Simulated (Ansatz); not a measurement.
CH₃NH₂ + `FB(F)F` → `C[NH2+][B-](F)(F)F` at 298.15 K and 1 bar (adduct formation).

Calculated with Ansatz (gas phase, PBE0-D4/def2-TZVP geometries, no zero-point term in ΔE). CBS: MP2 limit from def2 TZ/QZ plus the TZ coupled-cluster correction, frozen cores. This one scheme is used for every species. One conformer a species, not always the lowest.

```
             species  CCSD(T)/CBS energy (Eh)  H − E (kJ/mol)  S (J/(mol·K))
              CH₃NH₂                -95.75281           180.0          240.4
            `FB(F)F`               -324.35731            44.6          254.6
`C[NH2+][B-](F)(F)F`               -420.15451           234.4          337.8
```

H − E and S are ideal-gas, rigid-rotor, harmonic terms from PBE0-D4/def2-TZVP, for one conformer and one mirror image of each species. 1 Eh = 2625.50 kJ/mol, R = 8.31446 J/(mol·K).

By hand: ΔE, ΔH, ΔS and ΔG.

ΔE = (-420.15451) − (-95.75281) − (-324.35731) = -0.04439 Eh = -116.5 kJ/mol. Δ(H − E) = 234.4 − 180.0 − 44.6 = 9.8, so ΔH = -106.7 kJ/mol. ΔS = 337.8 − 240.4 − 254.6 = -157.2 J/(mol·K). ΔG = -106.7 − 298.15 × (-157.2)/1000 = -59.8 kJ/mol.

By hand: the equilibrium constant, and the temperature at which ΔG would vanish if ΔH and ΔS stayed fixed.

log₁₀ K = −ΔG/(RT ln 10) = 10.5. ΔG = 0 at ΔH/ΔS = 679 K.

The number of gas molecules changes by -1, which sets the sign of ΔS. A doubt of 5 kJ/mol in ΔE shifts log₁₀ K by 0.9 here. Other conformers and mirror images would add mixing entropy, several J/(mol·K) or more a flexible species. These are equilibria of isolated gas molecules and say nothing of rates. Largest T1 diagnostic: 0.012 (customary marks: 0.02 for closed shells, 0.045 for open ones).
